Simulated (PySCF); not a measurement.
# Basis and Hamiltonian dependence of the excitation energy of Sc²⁺

Sc²⁺ [Ar] 3d1 (2D) → Sc²⁺ [Ar] 4s1 (2S). Calculated with PySCF 2.14 from differences of total energies of unrestricted determinants, without spin-orbit coupling. Values in eV.

```tsv
basis	Hamiltonian	functions	UHF	LDA	PBE0	CCSD(T) (valence and next inner shell)
aug-cc-pVDZ	non-relativistic	59	3.349	3.857	3.993	n/a
ANO-RCC-VTZP	spin-free X2C	59	2.993	3.436	3.588	2.944
aug-cc-pVDZ-DK	spin-free X2C	59	3.162	3.677	3.817	n/a
x2c-TZVPPall	spin-free X2C	64	2.988	3.577	3.663	2.638
def2-TZVPPD	non-relativistic	67	3.224	3.820	3.902	2.871
aug-cc-pVTZ	non-relativistic	93	3.143	3.662	3.767	n/a
x2c-QZVPPall	spin-free X2C	96	2.948	3.475	3.582	2.837
dyall-av2z	non-relativistic	101	3.212	3.837	3.907	n/a
aug-cc-pVTZ with one added diffuse shell each of s, p, d, f, g type	non-relativistic	118	3.142	3.661	3.766	n/a
x2c-QZVPPall with one added diffuse shell each of s, p, d, f, g type	spin-free X2C	121	2.947	3.472	3.579	n/a
aug-cc-pwCVTZ	non-relativistic	127	3.165	3.663	3.774	n/a
aug-cc-pVQZ-DK	spin-free X2C	140	2.935	3.434	3.545	n/a
aug-cc-pwCVTZ-DK with one added diffuse shell each of s, p, d, f, g type	spin-free X2C	152	2.935	3.429	3.542	n/a
```

Question: Estimate the row for aug-cc-pwCVTZ-DK (spin-free X2C, 127 functions).

Answer: From the rows with the same Hamiltonian and similar size; the calculation gives UHF 2.94; LDA 3.43; PBE0 3.54 (eV).

Frozen in the all-electron rows: valence: [Ar]; valence and next inner shell: [Ne].

Non-relativistic rows lack the scalar-relativistic shift.
